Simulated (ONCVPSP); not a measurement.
Potentials for technetium (Tc) compared

Generated with ld1.x 7.5 (TM, RRKJ, ultrasoft, PAW), atompaw 4.2 or ONCVPSP 4.0.1. The cutoff is in Ry: for ld1.x and atompaw files where the sum of valence levels is converged to 10 mRy in a Bessel basis, for ONCV files where the hardest occupied wave has 1 mHa per electron of residual kinetic energy. The error is the largest all-electron minus pseudo excitation energy over each file’s own four to seven test configurations (ionisations up to +4, promotions, holes and added fractions of an electron), all of which were solved. The labels leave out finer settings (local radius, basis sizes, second energies), which also bear on the numbers. Spin-polarised tests are not counted. The rows are a selection from randomly drawn settings: files with unsolved tests, undetermined cutoffs or missed reference levels are left out.

| potential | cutoff (Ry) | largest error (meV) | bound ghosts |
| --- | --- | --- | --- |
| ONCV, revPBE, scalar-relativistic, rc 1.60/1.20/2.40 (spd), local smoothed, core correction no, reference 4s2 4p6 4d5.5 5s1.5, qcut 6.6/6.5/7.1, projectors 2/2/2 | 116 | +123 | none |
| ONCV, LDA (Perdew-Wang 92), scalar-relativistic, rc 1.90/1.15/2.25 (spd), local smoothed, core correction yes, reference 4s2 4p6 4d5 5s1.5, qcut 8.3/6.7/6.7, projectors 2/2/2 | 173 | -43 | none |
| ONCV, LDA (Perdew-Wang 92), scalar-relativistic, rc 1.65/2.15/1.55 (spd), local smoothed, core correction no, reference 4s2 4p6 4d5 5s1 5p1, qcut 5.9/5.2/5.9, projectors 2/2/3 | 63 | -4.4 | none |
| ONCV, Wu-Cohen, scalar-relativistic, rc 1.60/1.85/2.45 (spd), local smoothed, core correction no, reference 4s2 4p6 4d5 5s2, qcut 7/7/7.2, projectors 2/1/2 | 38 | +17 | none |
| ONCV, PBE, fully relativistic, rc 1.80/1.80/1.95 (spd), local smoothed, core correction yes, reference 4s2 4p6 4d6 5s1, qcut 7/8.9/7.9, projectors 2/3/2 | 40 | -2.2 | none |
| ONCV, LDA (Perdew-Wang 92), scalar-relativistic, rc 1.80/1.30/2.30 (spd), local smoothed, core correction yes, reference 4s2 4p6 4d5 5s2, qcut 6.5/5.4/6.9, projectors 2/3/2 | 70 | -5.6 | none |

Fill in the row for Tc: ONCV, LDA (Perdew-Zunger), scalar-relativistic, rc 1.65/1.50/2.35/2.35 (spdf), local smoothed, core correction yes, reference 4s2 4p6 4d5 5s2, qcut 7/9/8.2/5.5, projectors 2/2/2/1.

cutoff 53 Ry, largest error -7.0 meV, bound ghosts: none.

Fill in the row for Tc: ONCV, PBEsol, scalar-relativistic, rc 1.15/1.30/1.75 (spd), local smoothed, core correction yes, reference 4s2 4p6 4d4, qcut 6.1/5.1/9.3, projectors 2/2/1.

cutoff 162 Ry, largest error +9.5 meV, bound ghosts: none.
